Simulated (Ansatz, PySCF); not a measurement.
Gas-phase reaction R1 + R2 → P1 + P2, each structure at its B3LYP-D3(BJ)/def2-TZVP stationary point, reached from a drawn start (curvature not checked).
R1: H10Si4 (SMILES [SiH3][SiH]([SiH3])[SiH3]), charge 0, multiplicity 1.
P1, H9Si4 (SMILES [SiH3][Si]([SiH3])[SiH3]) (charge 0, multiplicity 2):
```xyz
13

Si     0.0034     2.1808    -0.6374
Si     0.0519     0.1656     0.5346
Si     1.9624    -1.1280     0.1975
Si    -1.9556    -1.0204     0.5446
H      1.2583     2.9329    -0.3955
H     -0.1322     1.9583    -2.1003
H     -1.1466     2.9990    -0.1824
H      3.1739    -0.3025     0.4208
H      2.0166    -1.6717    -1.1843
H      1.9715    -2.2673     1.1466
H     -1.8599    -2.1621     1.4861
H     -3.0622    -0.1312     0.9733
H     -2.2813    -1.5536    -0.8036
```
P2: H2O (SMILES O), charge 0, multiplicity 1.
R2, OH (SMILES [OH]) (charge 0, multiplicity 2, Z-matrix in Å and degrees):
```
O
H 1 0.9767
```

P less R. No zero-point or thermal terms; singlets are restricted closed shells; open shells are unrestricted; no spin–orbit coupling.

Frozen-core correlation throughout.

The values were computed with Ansatz (a program for electronic structure) with Gaussian orbitals; PySCF for the D3/D4 terms. All values are computed, each at the level named.

**Question.** Give the reaction energy at the level PBE-D3(BJ)/def2-TZVPP.

**Answer.** -40.8 kcal/mol

**Question.** Predict the reaction energy from CAM-B3LYP/def2-TZVPP.

**Answer.** -35.4 kcal/mol

**Question.** Give the reaction energy at the level B2PLYP-D4/def2-TZVPP.

**Answer.** -36.1 kcal/mol
